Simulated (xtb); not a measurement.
C$_{3}$H$_{7}$O (SMILES C[CH]OC), doublet, geometry from GFN2-xTB; GFN2-xTB run with xtb.

xtb was given this input:
```
$ xtb mol.xyz --gfn 2 --uhf 1 --ohess --json

# file mol.xyz
11

O      0.07101639    -0.66456001     0.19109071
C     -0.06692834     0.67303357    -0.09082657
C      1.35818535    -1.19034893     0.02589577
C     -1.44549983     1.21108447    -0.04695723
H      0.68863969     1.12953665    -0.71319426
H      1.29299347    -2.25508650     0.24458366
H      1.71840718    -1.04941663    -1.00022698
H      2.07110162    -0.72074430     0.71400912
H     -1.97038421     1.09659057    -1.00448575
H     -2.01653063     0.67958044     0.71033681
H     -1.42690127     2.27340509     0.19157975
```

The log (banner, timings and long lists left out):

```
   ID    Z sym.   atoms
    1    8 O      1
    2    6 C      2-4
    3    1 H      5-11

           -------------------------------------------------
          |                Calculation Setup                |
           -------------------------------------------------

           -------------------------------------------------
          |                 G F N 2 - x T B                 |
           -------------------------------------------------

          ...................................................
          :                      SETUP                      :
          :.................................................:
          :  # basis functions                  23          :
          :  # atomic orbitals                  23          :
          :  # shells                           15          :
          :  # electrons                        25          :
          :  max. iterations                   250          :
          :  Hamiltonian                  GFN2-xTB          :
          :  restarted?                      false          :
          :  GBSA solvation                  false          :
          :  PC potential                    false          :
          :  electronic temp.          300.0000000     K    :
          :  accuracy                    1.0000000          :
          :  -> integral cutoff          0.2500000E+02      :
          :  -> integral neglect         0.1000000E-07      :
          :  -> SCF convergence          0.1000000E-05 Eh   :
          :  -> wf. convergence          0.1000000E-03 e    :
          :  Broyden damping             0.4000000          :
          :  net charge                          0          :
          :  unpaired electrons                  1          :
          ...................................................

 iter      E             dE          RMSdq      gap      omega  full diag
   1    -14.1012783 -0.141013E+02  0.368E+00    8.79       0.0  T
   2    -14.1247034 -0.234251E-01  0.193E+00    8.62       1.0  T
   3    -14.1252382 -0.534866E-03  0.804E-01    8.65       1.0  T
   4    -14.1253221 -0.838813E-04  0.121E-01    8.68       1.0  T
   5    -14.1253311 -0.900363E-05  0.548E-02    8.67       1.0  T
   6    -14.1253327 -0.157384E-05  0.146E-02    8.68       2.1  T
   7    -14.1253332 -0.485409E-06  0.329E-03    8.68       9.2  T
   8    -14.1253332 -0.115923E-07  0.143E-03    8.68      21.1  T
   9    -14.1253332 -0.215241E-08  0.316E-04    8.68      95.4  T
  10    -14.1253332 -0.220322E-10  0.118E-04    8.68     256.4  T

   *** convergence criteria satisfied after 10 iterations ***

         :::::::::::::::::::::::::::::::::::::::::::::::::::::
         ::                     SUMMARY                     ::
         :::::::::::::::::::::::::::::::::::::::::::::::::::::
         :: total energy             -13.971627518417 Eh    ::
         :: gradient norm              0.000077356445 Eh/a0 ::
         :: HOMO-LUMO gap              8.683720176763 eV    ::
         ::.................................................::
         :: SCC energy               -14.125332074659 Eh    ::
         :: -> isotropic ES            0.013808565195 Eh    ::
         :: -> anisotropic ES          0.002705131249 Eh    ::
         :: -> anisotropic XC          0.004336520849 Eh    ::
         :: -> dispersion             -0.004179499932 Eh    ::
         :: repulsion energy           0.153704556243 Eh    ::
         :: add. restraining           0.000000000000 Eh    ::
         :: total charge              -0.000000000000 e     ::
         :::::::::::::::::::::::::::::::::::::::::::::::::::::

      -----------------------------------------------------------
     |                   =====================                   |
     |                        A N C O P T                        |
     |                   =====================                   |
     |               Approximate Normal Coordinate               |
[...]
 * total energy  :   -13.9716275 Eh     change       -0.5678658E-10 Eh
   *** GEOMETRY OPTIMIZATION CONVERGED AFTER 1 ITERATIONS ***
         :: total energy             -13.971627518474 Eh    ::
[...]
   9:  0.00  10:  0.00  11:  0.00  12:  0.00  13:  0.00  14:  0.00  15:  0.00  16:  0.00
  17:  0.00  18:  0.00  19:  0.00  20:  0.00  21:  0.00  22:  0.00  23:  0.00  24:  0.00
  25:  0.00  26:  0.00  27:  0.00  28:  0.00  29:  0.00  30:  0.00  31:  0.00  32:  0.00
  33:  0.00
 output can be read by thermo (or use thermo option).
 writing <g98.out> molden fake output.
 recommended (thermochemical) frequency scaling factor: 1.0
           -------------------------------------------------
          |             Thermodynamic Functions             |
           -------------------------------------------------

c1  symmetry found (for desy threshold:  0.10E+00) used in thermo

          ...................................................
          :                      SETUP                      :
          :.................................................:
          :  # frequencies                          27      :
          :  # imaginary freq.                       0      :
          :  linear?                             false      :
          :  only rotor calc.                    false      :
          :  symmetry                               c1      :
          :  rotational number                       1      :
          :  scaling factor                  1.0000000      :
          :  rotor cutoff                   50.0000000 cm⁻¹ :
          :  imag. cutoff                  -20.0000000 cm⁻¹ :
          :.................................................:

    mode    ω/cm⁻¹     T·S(HO)/kcal·mol⁻¹    T·S(FR)/kcal·mol⁻¹   T·S(vib)
   ------------------------------------------------------------------------
       1     81.55    -1.14886 ( 87.62%)    -0.91095 ( 12.38%)    -1.11940
       2    102.75    -1.01414 ( 94.69%)    -0.84263 (  5.31%)    -1.00504
       3    158.05    -0.76715 ( 99.01%)    -0.71526 (  0.99%)    -0.76663
       4    271.73    -0.47262 ( 99.89%)    -0.55487 (  0.11%)    -0.47271
   ------------------------------------------------------------------------

   temp. (K)  partition function   enthalpy   heat capacity  entropy
                                   cal/mol     cal/K/mol   cal/K/mol   J/K/mol
 298.15  VIB   26.6                 2092.592     12.776     13.409
         ROT  0.367E+05              888.752      2.981     23.870
         INT  0.978E+06             2981.345     15.757     37.279
         TR   0.439E+27             1481.254      4.968     38.132
         TOT                        4462.5985    20.7255    75.4115   315.5216

       T/K    H(0)-H(T)+PV         H(T)/Eh          T*S/Eh         G(T)/Eh
   ------------------------------------------------------------------------
    298.15    0.711160E-02    0.982628E-01    0.358304E-01    0.624323E-01
   ------------------------------------------------------------------------

         :::::::::::::::::::::::::::::::::::::::::::::::::::::
         ::                  THERMODYNAMIC                  ::
         :::::::::::::::::::::::::::::::::::::::::::::::::::::
         :: total free energy         -13.909195189561 Eh   ::
         ::.................................................::
         :: total energy              -13.971627518474 Eh   ::
         :: zero point energy           0.091151150129 Eh   ::
         :: G(RRHO) w/o ZPVE           -0.028718821216 Eh   ::
         :: G(RRHO) contrib.            0.062432328913 Eh   ::
         :::::::::::::::::::::::::::::::::::::::::::::::::::::

optimized geometry written to: xtbopt.xyz

           -------------------------------------------------
          | TOTAL ENERGY              -13.971627518474 Eh   |
          | TOTAL ENTHALPY            -13.873364765041 Eh   |
          | TOTAL FREE ENERGY         -13.909195189561 Eh   |
          | GRADIENT NORM               0.000077375494 Eh/α |
          | HOMO-LUMO GAP               8.683696393379 eV   |
           -------------------------------------------------

normal termination of xtb
```
